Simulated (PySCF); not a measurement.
**Correlation energy of Ru- (ruthenium, charge -1)**

[Kr] 4d7 5s2, high-spin 4F determinant. All numbers are calculated (PySCF 2.14, scalar relativity by spin-free X2C-1e, in x2c-TZVPPall with one added diffuse shell each of s, p, d, f type (9s7p7d3f1g, 95 functions)). Frozen: [Ar] 3d10; 17 electrons correlated.

```tsv
level	correlation energy (mhartree)
CCSD	-518.46
(T)	-21.77
CCSD(T)	-540.23
```

Diagnostics: T1 = 0.056, D1 = 0.3124, largest double amplitude 0.091.

T1 exceeds 0.03, a sign that the reference determinant is poor.

Cost of the coupled-cluster step: about 110 core-seconds, for 17 correlated electrons.

This basis was not built for core-valence correlation, so the inner-shell part is incomplete.
